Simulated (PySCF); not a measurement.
# Excitation energy of Be⁺ by level of theory

Be⁺ [He] 2s1 (2S) → Be⁺ [He] 2p1 (2P), as a difference of total energies. Calculation: PySCF 2.14, in def2-QZVPPD (7s4p2d1f, 36 functions); no relativity, point nucleus. Correlated levels: valence and next inner shell: nothing frozen. The calculations carry no spin-orbit coupling.

| method | excitation energy (cm⁻¹) | error (cm⁻¹) |
| --- | --- | --- |
| UHF | 32168 | +235 |
| MP2 (valence and next inner shell) | 32151 | +218 |
| SCS-MP2 (valence and next inner shell) | 32227 | +294 |
| CCSD (valence and next inner shell) | 32143 | +210 |
| CCSD(T) (valence and next inner shell) | 32143 | +209 |
| CCSDT (valence and next inner shell) | 32142 | +209 |

Reference: 31933 cm⁻¹ (measured; NIST levels, between the centres of gravity of the two terms).

Errors of the correlated levels include the incompleteness of this basis.
